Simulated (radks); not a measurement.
The numbers below are computed, except where a source is named.
Trend from K2+ to Kr2+: ionisation energy by Delta-SCF between NIST ground configurations, and size. Level of theory: Dirac Kohn-Sham, PBE, spin-unpolarised, spherical densities, finite nucleus; open shells fill j = l - 1/2 first; Fermi nuclear charge, rms radius of each element as measured or else 0.836 A^(1/3) + 0.57 fm (a radial shooting solver on a logarithmic mesh with Libxc functionals).

species      configuration  IE (eV)  NIST (eV)       kind   -e(HOMO) (eV)
K2+           [Ne] 3s2 3p5   46.777     45.803  semi-emp.  39.099 (3p3/2)
Ca2+                  [Ar]   51.118     50.913       exp.  42.926 (3p3/2)
Sc2+              [Ar] 3d1   24.891     24.757       exp.  17.928 (3d3/2)
Ti2+              [Ar] 3d2   26.971     27.492       exp.  19.698 (3d3/2)
V2+               [Ar] 3d3   28.923     29.311       exp.  21.336 (3d3/2)
Cr2+              [Ar] 3d4   30.777      30.96       exp.  22.876 (3d3/2)
Mn2+              [Ar] 3d5   32.427      33.67       exp.  24.234 (3d5/2)
Fe2+              [Ar] 3d6   34.119      30.65       exp.  25.622 (3d5/2)
Co2+              [Ar] 3d7   35.753       33.5  semi-emp.  26.957 (3d5/2)
Ni2+              [Ar] 3d8   37.337      35.19       exp.  28.246 (3d5/2)
Cu2+              [Ar] 3d9   38.876      36.84       exp.  29.495 (3d5/2)
Zn2+             [Ar] 3d10   40.376     39.723       exp.  30.709 (3d5/2)
Ga2+         [Ar] 3d10 4s1   31.271     30.726       exp.  26.067 (4s1/2)
Ge2+         [Ar] 3d10 4s2   34.791     34.058       exp.  29.246 (4s1/2)
As2+     [Ar] 3d10 4s2 4p1   27.976      28.35       exp.  22.891 (4p1/2)
Se2+     [Ar] 3d10 4s2 4p2   31.166      31.70       exp.  25.708 (4p1/2)
Br2+     [Ar] 3d10 4s2 4p3   33.664      34.87       exp.  27.931 (4p3/2)
Kr2+     [Ar] 3d10 4s2 4p4   36.727      35.84       exp.  30.656 (4p3/2)

Reference values: NIST Atomic Spectra Database (exp. = measured, semi-emp. = semi-empirical, theory = theoretical value adopted there). Spin polarisation and multiplet splitting are left out, so open shells lie too high by an amount that depends on their filling.

Beside tabulated values, note that spin-unpolarised runs miss the spin-polarisation part of the exchange energy of open shells.
